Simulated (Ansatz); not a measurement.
`C[O][SnH3]`, relaxed with RKS PBE0-D4/def2-TZVP in Ansatz 0.2.0 from a PBE-D4/def2-SVP geometry. The force threshold is 0.005 eV/Å; the program also tests the step.

Charge 0, multiplicity 1. Sn takes the def2 core potential.

Start:

```xyz
9

C    -0.506   -0.398    1.329
O     0.307    0.565    0.701
Sn    0.556    0.472   -1.300
H    -0.521   -0.185    2.422
H    -0.135   -1.447    1.208
H    -1.570   -0.385    0.981
H     1.275   -1.058   -1.683
H     1.596    1.805   -1.613
H    -1.001    0.632   -2.046
```

```tsv
step	energy (eV)	largest force (eV/Å)	largest move (Å)
1	-9010.5056	0.644	0.000
2	-9010.5557	0.238	0.077
3	-9010.5637	0.067	0.015
4	-9010.5639	0.030	0.004
5	-9010.5639	0.009	0.003
6	-9010.5639	0.002	0.001
```

End:

```xyz
9

C    -0.503   -0.399    1.308
O     0.306    0.559    0.680
Sn    0.551    0.472   -1.270
H    -0.518   -0.189    2.382
H    -0.127   -1.424    1.175
H    -1.543   -0.374    0.951
H     1.250   -1.046   -1.630
H     1.577    1.782   -1.609
H    -0.994    0.619   -1.987
```

Hardware: 2 threads of a server CPU on a shared host. Wall time 19 s, peak host memory 0.31 GiB.
